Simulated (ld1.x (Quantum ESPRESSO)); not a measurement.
## boron (B), PAW: configuration errors across variants

ld1.x (Quantum ESPRESSO) 7.5 input, shortened:

```
&input
   title='B', zed=5., rel=0, dft='PBE', iswitch=3,
   config='[He] 2s1 2p2'
 /
 &inputp
   pseudotype=3, lpaw=.true., tm=.true., lloc=-1, rcloc=3.70,
   nlcc=.true., new_core_ps=.true., rcore=0.75,
   which_augfun='BESSEL', rmatch_augfun=1.20
 /
4
2S  1  0   1.00   0.00  1.20  1.35  0.0
2S  1  0   0.00  -0.35  1.20  1.35  0.0
2P  2  1   2.00   0.00  3.85  4.05  0.0
2P  2  1   0.00   0.50  3.85  4.05  0.0
 &test
   configts(1)='2s1 2p2'
 /
```

All-electron excitation energies from the reference (eV): (1) 2s2 2p1 -5.844; (2) 2s2 2p0 2.377; (3) 2s1 2p0 27.793; (4) 2s1 2p1 8.511; (5) 2s2 2p0.5 -2.956; (6) 2s0 2p3 5.863; (7) 2s2 2p1.3 -6.583.

The overlap operator is not positive definite (basis up to 400 Ry) in “base”, “core correction a·sin(br)/r model core, default radius (ld1.x builds one for every PAW set, though the input has nlcc=.false.)”, “core correction Bessel-smoothed model core inside 0.58 bohr”, “core correction Bessel-smoothed model core inside 0.74 bohr”, “core correction Bessel-smoothed model core inside 0.90 bohr”, “core correction Bessel-smoothed model core inside 1.10 bohr”, “core correction Bessel-smoothed model core inside 1.48 bohr”, “core correction Bessel-smoothed model core inside 1.62 bohr”. Such files are unfit for use, however small their errors in these radial tests.

Errors AE − PS in meV (a dash: test not solved or not reliable):

| change | (1) | (2) | (3) | (4) | (5) | (6) | (7) | bound ghosts |
| --- | --- | --- | --- | --- | --- | --- | --- | --- |
| base | +1214 | +3530 | +2773 | +409 | +2008 | +18 | +998 | not determined (overlap not positive) |
| core correction a·sin(br)/r model core, default radius (ld1.x builds one for every PAW set, though the input has nlcc=.false.) | +915 | +2283 | +1600 | +313 | +1511 | +18 | +741 | not determined (overlap not positive) |
| core correction Bessel-smoothed model core inside 0.58 bohr | +1264 | +3666 | +2885 | +421 | +2085 | +18 | +1043 | not determined (overlap not positive) |
| core correction Bessel-smoothed model core inside 0.74 bohr | +1217 | +3541 | +2782 | +410 | +2014 | +18 | +1001 | not determined (overlap not positive) |
| core correction Bessel-smoothed model core inside 0.90 bohr | +1141 | +3309 | +2576 | +391 | +1894 | +18 | +935 | not determined (overlap not positive) |
| core correction Bessel-smoothed model core inside 1.10 bohr | +1045 | +3002 | +2268 | +361 | +1742 | +18 | +851 | not determined (overlap not positive) |
| core correction Bessel-smoothed model core inside 1.48 bohr | +941 | +2467 | +1803 | +324 | +1560 | +18 | +763 | not determined (overlap not positive) |
| core correction Bessel-smoothed model core inside 1.62 bohr | +927 | +2378 | +1707 | +319 | +1535 | +18 | +752 | not determined (overlap not positive) |

Q: Give the same row for: core correction Bessel-smoothed model core inside 1.26 bohr.

A: +987, +2754, +2052, +340, +1644, +18, +802; bound ghosts: not determined (overlap not positive). Its overlap operator is not positive definite in a basis up to 400 Ry (lowest eigenvalue s -0.05), so the file is unfit for use: the generalised eigenproblem breaks down once the basis is large enough, and its test numbers describe a broken file.
